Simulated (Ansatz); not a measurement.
## Relaxing a trial structure of BH3OSi2

The starting geometry of this gas-phase singlet was optimised with GFN2-xTB; its bonds are those of `B1O[SiH2][Si]1`.

```xyz
7

B    -2.9413    1.4451    0.3217
O    -1.9856    0.5222    0.3023
Si   -1.4755    0.1349    1.9184
Si   -2.5533    2.1931    2.1622
H    -3.5045    1.7401   -0.6704
H    -1.6681   -1.3243    1.8856
H    -0.0151    0.3409    1.8187
```

**Question.** Where would you expect an optimisation with PBE0-D3(BJ)/def2-SVP to take it?

**Answer.** It keeps its bonds, and is `B1O[SiH2][Si]1`.

The energy falls by 0.50 eV over 16 steps:

```csv
step,E − E(last) (eV)
1,0.498
3,0.059
4,0.007
6,0.003
8,0.001
9,0.001
11,0.000
13,0.000
14,0.000
16,0.000
```

Final geometry (Å):

```yaml
atoms:
  - { symbol: B, position_ang: [-2.8572, 1.4210, 0.2880] }
  - { symbol: O, position_ang: [-1.8567, 0.5284, 0.0913] }
  - { symbol: Si, position_ang: [-1.3784, 0.2088, 1.7375] }
  - { symbol: Si, position_ang: [-2.7514, 2.0753, 2.3364] }
  - { symbol: H, position_ang: [-3.5746, 1.7492, -0.6337] }
  - { symbol: H, position_ang: [-1.8413, -1.1653, 2.1061] }
  - { symbol: H, position_ang: [0.1163, 0.2346, 1.8129] }
```

Frequencies at the end are all real (lowest 51 cm⁻¹). Run with Ansatz 0.2.0, 20 s on 2 threads of Arm Neoverse V1, with other jobs on the host.
